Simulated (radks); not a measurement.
The numbers below are computed, except where a source is named.
Q: Mean orbital radii <r> (bohr) of the cerium ion Ce2+, [Xe] 4f2, of relativity; Dirac values are averaged over j with weights 2j + 1. Spin-unpolarised spherical Kohn-Sham, PBE, point nucleus unless stated (finite: rms radius 4.8771 fm), a radial shooting solver on a logarithmic mesh with Libxc functionals. A level marked "c x" has the speed of light scaled by that factor and shares open shells by 2j + 1; other Dirac levels either fill j = l - 1/2 first or share by 2j + 1.

| shell | non-rel. |
|---|---|
| 1s | 0.02618 |
| 2s | 0.1121 |
| 2p | 0.09527 |
| 3s | 0.2934 |
| 3p | 0.2833 |
| 3d | 0.2541 |
| 4s | 0.6697 |
| 4p | 0.6906 |
| 4d | 0.7469 |
| 5s | 1.619 |
| 5p | 1.822 |
| 4f | 1.127 |

Give the values at the level "Dirac, c x 3".

A: 
shell  Dirac, c x 3  change of magnitude (%)
1s          0.02601                    -0.66
2s           0.1113                    -0.71
2p          0.09493                    -0.37
3s           0.2918                    -0.55
3p           0.2825                    -0.28
3d           0.2541                    -0.03
4s           0.6663                    -0.50
4p           0.6890                    -0.23
4d           0.7472                    +0.04
5s            1.611                    -0.49
5p            1.818                    -0.17
4f            1.136                    +0.81
